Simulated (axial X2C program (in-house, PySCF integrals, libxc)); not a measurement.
**Spectroscopic constants of WO⁻**

All values were computed with an axial X2C code built on PySCF integrals. Spin-free means the one-electron spin-free X2C Hamiltonian. Basis: W dyall-acv3z [14s15p10d7f4g], O dyall-av3z [7s6p3d2f] (cores contracted in-house); Gaussian nuclei, density fitting, unrestricted open shells. Masses: W 183.951 u, O 15.995 u.

Input file and command:
```json
{"zs": [74, 8], "q": -1, "bas": ["dyall-acv3z", "dyall-av3z"], "levels": ["PBE0", "HF", "LDA"], "cc": true, "r0": 1.77, "thr": -1.0, "nmax": 90, "npts": 10, "nst": 2, "ntry": 6}
```
```bash
python so2c.py task.json out
```

Keys: zs atomic numbers; q charge; bas basis sets; levels methods; cc coupled cluster on or off; r0 starting distance in Å; thr threshold in hartree for freezing inner shells (an s shell follows its p shell); nmax most natural virtual spinors; npts points on the curve; nst determinants followed; ntry starts of the search. HF also brings MP2.

State, spin-free: M_S = 3/2, Λ = 1 (beyond evenly filled blocks: π+α, δ+α, δ-α); electrons by block: σα: 16, σβ: 16, π+α: 9, π+β: 8, π-α: 8, π-β: 8, δ+α: 4, δ+β: 3, δ-α: 4, δ-β: 3, φ+α: 1, φ+β: 1, φ-α: 1, φ-β: 1. Fragments: W + O-.

```tsv
Hamiltonian	level	Re (Å)	ωe (cm⁻¹)	αe (cm⁻¹)	k (mdyn/Å)	μ (D)
spin-free	PBE0	1.701	943.1	0.00194	7.71	-0.42
spin-free	LDA	1.691	962.3	0.00211	8.03	-0.42
```

Dipoles are positive if O is the positive end and refer to the centre of mass.

The state is one determinant whose occupation by symmetry is held fixed; it was picked as the lowest of a PBE0 search that is not exhaustive. De is not given where an atomic determinant may have missed its ground term or J level, or where the truncated virtual space spoils (T). Other states lie close and PBE0, whose exact exchange favours high spin, may order them wrongly; the determinant shown need not be the ground state. The nearest other spin-free determinant of the search, M_S = 1/2, Λ = 1, lies 0.43 eV up at the distance of the search. Without a current term, density functionals place determinants with orbital angular momentum somewhat too high. At some level and bond length an empty orbital lies below a filled one. The highest occupied level of some functionals is positive through self-interaction error; at Hartree–Fock it is bound. The determinant is spin-polarised beyond a pure state at some levels (its spin-free form has ⟨S²⟩ too high), which makes Re and μ there less reliable.

No reliable constants came from CCSD (2c), CCSD (spin-free), CCSD(T) (2c), CCSD(T) (spin-free), HF (2c), HF (spin-free), LDA (2c), MP2 (2c), MP2 (spin-free), PBE0 (2c): no minimum in range, unconverged points, a curve that is not smooth, a change of character along it, or the two Hamiltonians disagreeing along it.

The whole task took 9.8 min on 1 thread of Arm Neoverse V1 (shared host).
